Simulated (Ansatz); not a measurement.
Program: Ansatz. Geometries: PBE0-D4/def2-TZVP. ΔE: electronic, gas phase. CCSD(T)/CBS adds triple-zeta CCSD(T) − MP2 to the extrapolated MP2 energy (def2 sets, frozen cores). This one scheme is used for every species. Functionals use def2-TZVPP. HSE06 is defined as in plane-wave codes. For Ge outer-core shells are correlated without core-valence functions, which leaves a few kJ/mol of doubt a bond. Scalar relativity is left out up to krypton.

Reaction (ligand exchange at a Ge–C bond): `[BH2][GeH2][CH3]` + HCl → `[BH2][GeH2][Cl]` + CH₄

(1) Is it downhill or uphill in electronic energy at CCSD(T)/CBS, and by how much? (Best estimate.)

(2) What do these levels give: LDA (SPW92), r2SCAN-D4, HSE06-D4, CAM-B3LYP-D4, ωB97X-V, PBE-QIDH, PBE0, r2SCANh, MP2/def2-SVP, HF/def2-TZVPP, CCSD/def2-TZVPP, HF/def2-QZVPP? (An estimate is asked.)

Largest T1 diagnostic among the species: 0.011.

Results:

(1) The calculation gave: Downhill: ΔE = -0.96 eV.

(2) Computed: LDA (SPW92) -0.91, r2SCAN-D4 -1.04, HSE06-D4 -1.01, CAM-B3LYP-D4 -1.03, ωB97X-V -1.03, PBE-QIDH -1.01, PBE0 -1.02, r2SCANh -1.05, MP2/def2-SVP -0.99, HF/def2-TZVPP -1.18, CCSD/def2-TZVPP -0.96, HF/def2-QZVPP -1.19 eV.

In def2-TZVPP, CCSD(T) changes the Hartree–Fock value by +0.24 eV (the triples alone add +0.01 eV) and MP2 by +0.21 eV. Leaving LDA and LC-ωPBE aside and taking each functional with its dispersion term where it has one, the values, not all of them listed here, spread over 0.11 eV, from BHLYP-D4 to PBE-D4. LDA lies +0.09 eV from PBE without D4.
